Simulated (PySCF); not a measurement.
GaF₂, SMILES [Ga]([F])[F], multiplicity 2.

Geometry: r2SCAN-D4/def2-TZVP. The spin state was assumed, not searched. The isomer is the one that the SMILES or the coordinates give; other isomers of the formula were not compared.

These are IEF-PCM-PBE0/def2-SVP (PySCF) values and carry that method's errors.

The values are the electrostatic part of the solvation free energy, E(continuum) − E(gas) at the gas-phase geometry, in a cavity of scaled van der Waals radii (PySCF's table); cavitation and dispersion terms are not included. A continuum can't describe solvent molecules that bind to the metal. The dipole moment in vacuum is 2.39 D.

```csv
solvent,ε,ΔG(elec) (kcal/mol),dipole (D)
water,78.36,-7.3,2.94
acetone,20.49,-6.9,2.91
n-hexane,1.88,-2.7,2.59
```
